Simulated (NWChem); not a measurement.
System: Si₂N₂H₈; SMILES N[SiH2]N[SiH3]

Output (shortened):

```
             Northwest Computational Chemistry Package (NWChem) 7.3.0
             --------------------------------------------------------

                             Geometry "geometry" -> ""
                             -------------------------

 Output coordinates in angstroms (scale by  1.889725989 to convert to a.u.)

  No.       Tag          Charge          X              Y              Z
 ---- ---------------- ---------- -------------- -------------- --------------
    1 Si                  14.0000     0.06603300    -2.02195100     0.07243600
    2 N                    7.0000     0.32759300    -0.39009200    -0.46998400
    3 Si                  14.0000    -0.51956700     1.07660700    -0.07520100
    4 N                    7.0000     0.61985800     2.33163400     0.24404600
    5 H                    1.0000     1.36551800    -2.66918000     0.43952700
    6 H                    1.0000    -0.57827500    -2.89806500    -0.95887300
    7 H                    1.0000    -0.82211700    -1.97384500     1.27045100
    8 H                    1.0000     1.05237600    -0.27275800    -1.17559500
    9 H                    1.0000    -1.42877300     0.68029400     1.04716400
   10 H                    1.0000    -1.35402800     1.62721700    -1.18931600
   11 H                    1.0000     1.26688200     2.27971400     1.02239500
   12 H                    1.0000     0.39964100     3.29087900     0.00449200

 Effective nuclear repulsion energy (a.u.)     224.2748643663

                              NWChem Property Module
                              ----------------------

  itol2e modified to match energy
  convergence criterion.

                                 NWChem DFT Module
                                 -----------------

 Summary of "ao basis" -> "ao basis" (spherical)
 ------------------------------------------------------------------------------
       Tag                 Description            Shells   Functions and Types
 ---------------- ------------------------------  ------  ---------------------
 Si                         pcsseg-1                10       24   4s5p1d
 N                          pcsseg-1                 7       17   3s3p1d
 H                          pcsseg-1                 3        5   2s1p

  itol2e modified to match energy
  convergence criterion.

            General Information
            -------------------
          SCF calculation type: DFT
          Wavefunction type:  closed shell.
          No. of atoms     :    12
          No. of electrons :    50
           Alpha electrons :    25
            Beta electrons :    25
          Charge           :     0
          Spin multiplicity:     1
          Use of symmetry is: off; symmetry adaption is: off
          Maximum number of iterations: 150
          AO basis - number of functions:   122
                     number of shells:    58
          Convergence on energy requested:  1.00D-07
          Convergence on density requested:  1.00D-05
          Convergence on gradient requested:  5.00D-04

              XC Information
              --------------
                          KT2 Method XC Functional
                        Slater Exchange Functional  1.072 local
                           KT1 gradient correction  1.000 non-local
            Perdew 1991 LDA Correlation Functional  0.577 local

             Grid Information
             ----------------
          Grid used for XC integration:  fine
          Radial quadrature: Mura-Knowles
          Angular quadrature: Lebedev.
          Tag              B.-S. Rad. Rad. Pts. Rad. Cut. Ang. Pts.
          ---              ---------- --------- --------- ---------
          Si                  1.10      123          13.0       770
          N                   0.65       70          14.0       590
          H                   0.35       60          15.0       590
          Grid pruning is: on
          Number of quadrature shells:   866
          Spatial weights used:  Erf1

      Superposition of Atomic Density Guess
      -------------------------------------

 Sum of atomic energies:        -690.18540541

      Non-variational initial energy
      ------------------------------

 Total energy =    -692.054200
 1-e energy   =   -1397.833291
 2-e energy   =     481.504226
 HOMO         =      -0.331718
 LUMO         =       0.026749

   convergence    iter        energy       DeltaE   RMS-Dens  Diis-err
 ---------------- ----- ----------------- --------- --------- ---------
 d= 0,ls=0.0,diis     1   -700.0710114927 -9.24D+02  1.01D-02  1.07D+00
 d= 0,ls=0.0,diis     2   -700.0084288681  6.26D-02  8.36D-03  1.26D+00
 d= 0,ls=0.0,diis     3   -700.1205374987 -1.12D-01  2.68D-03  2.32D-01
 d= 0,ls=0.0,diis     4   -700.1457279503 -2.52D-02  6.41D-04  5.18D-03
 d= 0,ls=0.0,diis     5   -700.1460852298 -3.57D-04  2.40D-04  2.10D-03
  Resetting Diis
 d= 0,ls=0.0,diis     6   -700.1463210083 -2.36D-04  5.46D-05  5.18D-05
 d= 0,ls=0.0,diis     7   -700.1463280146 -7.01D-06  1.27D-05  8.84D-07
 d= 0,ls=0.0,diis     8   -700.1463280313 -1.67D-08  6.48D-06  7.24D-07

         Total DFT energy =     -700.146328031314
      One electron energy =    -1404.095796289238
           Coulomb energy =      545.386629084898
    Exchange-Corr. energy =      -65.712025193275
 Nuclear repulsion energy =      224.274864366300

 Numeric. integr. density =       49.999996307735

                       DFT Final Molecular Orbital Analysis
                       ------------------------------------

 Vector   23  Occ=2.000000D+00  E=-2.936789D-01
              MO Center= -7.1D-01, -1.8D-01, -1.1D-01, r^2= 5.6D+00
   Bfn.  Coefficient  Atom+Function         Bfn.  Coefficient  Atom+Function
  ----- ------------  ---------------      ----- ------------  ---------------
   108      0.280455  10 H  s                57     -0.238570   3 Si pz
    93      0.220818   7 H  s                88     -0.217650   6 H  s
   103     -0.215764   9 H  s                16      0.177583   1 Si pz
   109      0.155739  10 H  s                15      0.129435   1 Si py
    94      0.117590   7 H  s                60     -0.116503   3 Si pz

[...]

          -----------------------------------------
          Chemical Shielding Tensors (GIAO, in ppm)
          -----------------------------------------

                                NWChem CPHF Module
                                ------------------

  scftype          =     RHF
  nclosed          =       25
  nopen            =        0
  variables        =     2425
  # of vectors     =        3
  tolerance        = 0.10D-03
  level shift      = 0.00D+00
  max iterations   =       50
  max subspace     =       30

 SCF residual:    1.3839031801713612E-004

Iterative solution of linear equations
  No. of variables     2425
  No. of equations        3
  Maximum subspace       30
        Iterations       50
       Convergence  1.0D-04

   iter   nsub   residual    time
   ----  ------  --------  ---------
     1      3    4.23D-05      37.9

      Atom:    1  Si
        Diamagnetic
    880.1027      0.3253     -0.6207
      0.3253    888.5166     -1.9294
     -0.6207     -1.9294    880.2339

        Paramagnetic
   -498.6895     19.2887      2.2527
     19.2887   -423.6379    -38.6709
      2.2527    -38.6709   -476.1174

        Total Shielding Tensor
    381.4132     19.6140      1.6320
     19.6140    464.8786    -40.6003
      1.6320    -40.6003    404.1166

           isotropic =     416.8028
          anisotropy =     106.6236

          Principal Components and Axis System
                 1           2           3
              487.8852    391.6806    370.8426

      1         0.1574      0.6068      0.7791
      2         0.8899      0.2550     -0.3783
      3        -0.4282      0.7529     -0.4998

      Atom:    2  N
        Diamagnetic
    317.6066     -4.7988    -10.9605
     -4.7988    341.6583     -3.8489
    -10.9605     -3.8489    313.0434

        Paramagnetic
    -53.2761      4.1790     -9.9563
      4.1790   -117.7189     24.2219
     -9.9563     24.2219    -84.4379

        Total Shielding Tensor
    264.3305     -0.6198    -20.9168
     -0.6198    223.9394     20.3730
    -20.9168     20.3730    228.6055

           isotropic =     238.9585
          anisotropy =      55.2209

          Principal Components and Axis System
                 1           2           3
              275.7724    238.5725    202.5305

      1         0.8631      0.4481      0.2329
      2        -0.1936      0.7196     -0.6669
      3        -0.4664      0.5305      0.7079

      Atom:    3  Si
        Diamagnetic
    882.5107     -0.3775      0.0719
     -0.3775    889.0883      1.1143
      0.0719      1.1143    879.5418

        Paramagnetic
   -488.9892     -5.2009     -6.3329
     -5.2009   -474.7419     37.0767
     -6.3329     37.0767   -505.5459

        Total Shielding Tensor
    393.5215     -5.5784     -6.2610
     -5.5784    414.3464     38.1911
     -6.2610     38.1911    373.9959

           isotropic =     393.9546
          anisotropy =      67.2430

          Principal Components and Axis System
                 1           2           3
              438.7833    392.2489    350.8317

      1        -0.1745      0.9829      0.0591
      2         0.8408      0.1800     -0.5106
      3         0.5125      0.0394      0.8578

      Atom:    4  N
        Diamagnetic
    318.1157      8.1285     11.1479
      8.1285    329.3306     -1.2979
     11.1479     -1.2979    309.3978

        Paramagnetic
    -78.9860    -10.9904      9.7429
    -10.9904    -71.2336     10.9485
      9.7429     10.9485    -96.4579

        Total Shielding Tensor
    239.1297     -2.8619     20.8908
     -2.8619    258.0970      9.6506
     20.8908      9.6506    212.9398

           isotropic =     236.7222
          anisotropy =      35.2643

          Principal Components and Axis System
                 1           2           3
              260.2317    250.2135    199.7213

      1         0.1136      0.8747     -0.4712
      2         0.9624     -0.2146     -0.1663
      3         0.2466      0.4347      0.8662

      Atom:    5  H
        Diamagnetic
     32.9218     -6.0437      3.0858
     -6.0437     29.3058     -2.5228
      3.0858     -2.5228     24.1940

        Paramagnetic
     -5.8689      3.0758     -1.0456
      3.0758     -1.1035      0.5732
     -1.0456      0.5732     -0.5598

        Total Shielding Tensor
     27.0529     -2.9678      2.0401
     -2.9678     28.2023     -1.9496
      2.0401     -1.9496     23.6341

           isotropic =      26.2965
          anisotropy =       8.0064

          Principal Components and Axis System
                 1           2           3
               31.6340     24.6523     22.6030

      1        -0.6125      0.7199     -0.3265
      2         0.7178      0.6795      0.1518
      3        -0.3311      0.1414      0.9329

      Atom:    6  H
        Diamagnetic
     25.4732      4.2819      3.8314
      4.2819     31.5811      5.7890
      3.8314      5.7890     28.6771

        Paramagnetic
     -1.1279     -1.6354     -1.7153
     -1.6354     -2.1122     -3.3162
     -1.7153     -3.3162     -3.3523

        Total Shielding Tensor
     24.3453      2.6465      2.1161
      2.6465     29.4688      2.4727
      2.1161      2.4727     25.3248

           isotropic =      26.3796
          anisotropy =       8.4997

          Principal Components and Axis System
                 1           2           3
               32.0461     24.5013     22.5915

      1         0.3964      0.3748      0.8381
      2         0.8141     -0.5654     -0.1322
      3         0.4243      0.7348     -0.5292

      Atom:    7  H
        Diamagnetic
     27.3957      0.8647     -6.9445
      0.8647     26.9597     -1.9633
     -6.9445     -1.9633     31.9295

        Paramagnetic
     -2.1819      0.1942      4.3839
      0.1942     -0.5692      0.3215
      4.3839      0.3215     -4.3275

        Total Shielding Tensor
     25.2139      1.0589     -2.5606
      1.0589     26.3905     -1.6418
     -2.5606     -1.6418     27.6020

           isotropic =      26.4022
          anisotropy =       5.7386

          Principal Components and Axis System
                 1           2           3
               30.2279     25.3960     23.5826

      1        -0.4794     -0.2392      0.8443
      2        -0.4537      0.8911     -0.0051
      3         0.7512      0.3855      0.5358

      Atom:    8  H
        Diamagnetic
     33.5993      0.4182    -12.4563
      0.4182     29.5844     -1.5353
    -12.4563     -1.5353     32.2074

        Paramagnetic
     -0.7622     -0.2327      3.0928
     -0.2327      0.1587      1.2632
      3.0928      1.2632     -0.5839

        Total Shielding Tensor
     32.8371      0.1855     -9.3636
      0.1855     29.7431     -0.2721
     -9.3636     -0.2721     31.6236

           isotropic =      31.4012
          anisotropy =      15.3315

          Principal Components and Axis System
                 1           2           3
               41.6222     29.7352     22.8464

      1         0.7293     -0.0268      0.6837
      2         0.0270      0.9996      0.0104
      3        -0.6837      0.0109      0.7297

      Atom:    9  H
        Diamagnetic
     29.7758      1.2039     -7.8520
      1.2039     26.7653     -1.7725
     -7.8520     -1.7725     29.9232

        Paramagnetic
     -2.8858     -0.2240      4.0034
     -0.2240     -1.1807      1.5562
      4.0034      1.5562     -4.2373

        Total Shielding Tensor
     26.8900      0.9799     -3.8486
      0.9799     25.5846     -0.2163
     -3.8486     -0.2163     25.6859

           isotropic =      26.0535
          anisotropy =       6.4429

          Principal Components and Axis System
                 1           2           3
               30.3488     25.4898     22.3219

      1         0.7539     -0.0428      0.6556
      2         0.1837      0.9718     -0.1478
      3        -0.6308      0.2319      0.7405

      Atom:   10  H
        Diamagnetic
     29.3991     -3.6168      6.9690
     -3.6168     27.3809     -3.9588
      6.9690     -3.9588     30.3209

        Paramagnetic
     -2.4869      1.5988     -2.9935
      1.5988     -1.6823      2.5049
     -2.9935      2.5049     -4.2863

        Total Shielding Tensor
     26.9122     -2.0179      3.9756
     -2.0179     25.6986     -1.4539
      3.9756     -1.4539     26.0347

           isotropic =      26.2152
          anisotropy =       7.9639

          Principal Components and Axis System
                 1           2           3
               31.5244     24.6752     22.4459

      1         0.6931      0.2175     -0.6873
      2        -0.3912      0.9143     -0.1051
      3         0.6055      0.3417      0.7188

      Atom:   11  H
        Diamagnetic
     32.6958      2.1767     11.1247
      2.1767     27.4751      0.7952
     11.1247      0.7952     33.0768

        Paramagnetic
     -0.5835     -1.1738     -2.8174
     -1.1738      0.2057     -0.0725
     -2.8174     -0.0725     -0.4571

        Total Shielding Tensor
     32.1123      1.0029      8.3072
      1.0029     27.6808      0.7227
      8.3072      0.7227     32.6197

           isotropic =      30.8043
          anisotropy =      14.9788

          Principal Components and Axis System
                 1           2           3
               40.7901     27.5810     24.0417

      1         0.6941     -0.0204      0.7196
      2         0.0925      0.9938     -0.0609
      3         0.7139     -0.1088     -0.6917

[...]
```

Level: KT2/pcSseg-1, GIAO. All runs use the structure optimised with PBE0/def2-SVP. The printed shielding anisotropy is the first printed principal value minus the mean of the other two.

Question: Reconstruct the input file.

Answer: One answer among several that fit: the input that was run:
```
start job
memory heap 200 mb stack 900 mb global 1100 mb
geometry units angstroms noautosym nocenter noautoz
  Si     0.066033    -2.021951     0.072436
  N      0.327593    -0.390092    -0.469984
  Si    -0.519567     1.076607    -0.075201
  N      0.619858     2.331634     0.244046
  H      1.365518    -2.669180     0.439527
  H     -0.578275    -2.898065    -0.958873
  H     -0.822117    -1.973845     1.270451
  H      1.052376    -0.272758    -1.175595
  H     -1.428773     0.680294     1.047164
  H     -1.354028     1.627217    -1.189316
  H      1.266882     2.279714     1.022395
  H      0.399641     3.290879     0.004492
end
basis spherical
  * library pcsseg-1
end
dft
  xc kt2
  iterations 150
end
property
  shielding
end
task dft property
```
